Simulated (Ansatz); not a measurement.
SiH2SF2, closed shell: a trajectory.

in.yaml

```yaml
crystal:
  periodic: [false, false, false]
  atoms:
    - {symbol: Si, position_ang: [-0.108083, 0.443495, 0.155437]}
    - {symbol: H, position_ang: [-0.403105, 1.165940, -1.091812]}
    - {symbol: S, position_ang: [1.102547, -1.262419, -0.085697]}
    - {symbol: H, position_ang: [0.234798, -1.822001, -0.948166]}
    - {symbol: F, position_ang: [-1.499243, 0.080360, 0.820621]}
    - {symbol: F, position_ang: [0.673187, 1.394628, 1.149717]}
basis:
  gaussian: {orbitals: def2-SVP}
hamiltonian: {xc: pbe0, dispersion: d4}
md: {n_steps: 30, timestep: 0.5, temperature: 300, ensemble: npt_langevin, seed: 67, pressure: 1.0, initial_velocities: maxwell_boltzmann}
```

Run by:

```bash
ansatz run in.yaml --threads 2 --pin off --events-out ev --progress --plain --max-ram 4352MiB
```

What Ansatz 0.2.0 printed:

```
Error: invalid value for `basis.gaussian`: such a run doesn't read md.pressure; remove what it names
```

The run took about 0.05 s on 2 CPU threads of an Arm Neoverse V1 (shared host).


The program refused the input. A pressure has no meaning for a molecule without a cell.